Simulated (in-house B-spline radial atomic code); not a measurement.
## Ionising the fluorine ion F⁸⁺ with different functionals

Computed with a radial B-spline atomic code at the basis-set limit: non-relativistic Hamiltonian, point nucleus, spin-polarised at highest spin, spherical fractional occupations for the functionals. The ionisation energy is the difference of two self-consistent energies, 1s1 → bare nucleus, without Breit or QED terms; ε is the level of the shell that loses the electron (its least bound occupied spin orbital).

```
  method                    rung  ΔSCF (eV)  -ε(1s) (eV)
LDA VWN5                     LDA    1092.53      1038.33
     PBE                     GGA    1100.64      1044.91
    OLYP                     GGA    1101.61      1045.35
   B97-1           global hybrid    1101.73      1057.03
   HSE06  range-separated hybrid    1101.12      1058.86
```

Q: Among the functionals, which spreads more, the ΔSCF values or the orbital energies?

A: The orbital energies: ΔSCF values span about 9.21 eV and the orbital energies 20.52 eV.

Q: How do they compare with the NIST value?

A: NIST lists 1103.118 eV (tabulated theory, ground level to ground level). Errors run from -10.59 to -1.38 eV; B97-1 is closest (-1.38 eV), but part of that can be cancellation, since the calculations leave out relativity, Breit-QED terms.
